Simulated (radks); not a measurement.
Ionisation of the lutetium ion Lu3+, [Xe] 4f14, to [Xe] 4f13 as the strength of local exchange is varied. All-electron calculation, scalar-relativistic Kohn-Sham, Slater X-alpha exchange (alpha = 2/3 is LDA exchange), no correlation, spin-polarised, spherical densities, finite nucleus; Fermi nuclear charge, rms radius 5.37 fm. Program: a radial shooting solver on a logarithmic mesh with Libxc functionals.

| alpha | E(Lu3+) (hartree) | exchange (hartree) | IE (eV) | -e of the level emptied (eV) | <r> of it (bohr) |
|---|---|---|---|---|---|
| 0.574 | -14504.4736 | -243.2810 | 41.838 | 31.869 (4f) | 0.7304 |
| 0.627 | -14527.0580 | -266.1964 | 43.616 | 33.500 (4f) | 0.7233 |
| 0.667 | -14544.1283 | -283.5412 | 44.984 | 34.760 (4f) | 0.7181 |
| 0.748 | -14578.7625 | -318.7958 | 47.823 | 37.386 (4f) | 0.7080 |
| 0.857 | -14625.5098 | -366.5147 | 51.785 | 41.074 (4f) | 0.6952 |

NIST Atomic Spectra Database: 45.25 eV (semi-empirical). The Delta-SCF value meets it near alpha = 0.67. Open shells are spherical and high-spin; term and fine-structure splittings are not resolved. Spin-orbit splitting is averaged out at the scalar-relativistic level.
